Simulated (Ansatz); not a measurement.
`N[Si@@H](O)S[Si@@H](N)F`, charge 0, multiplicity 1.

Problem. Give a relaxed structure at PBE0-D4/def2-TZVP (the Gaussian-basis code of Ansatz). (An estimate is asked.)

Solution. Ansatz gave: 
Cartesian coordinates in Å:
```
N 0.021 -2.702 -1.211
Si -0.207 -1.276 -0.331
O 0.212 -1.540 1.221
S 1.012 0.332 -1.131
Si 0.704 1.799 0.350
N -0.908 2.308 0.339
F 1.078 1.171 1.795
H 0.900 -3.193 -1.217
H -0.546 -2.915 -2.013
H -1.630 -0.890 -0.493
H 0.606 -0.806 1.702
H 1.661 2.911 0.190
H -1.613 1.821 -0.186
H -1.288 2.980 0.984
```
This is one stationary point; other conformers may exist.
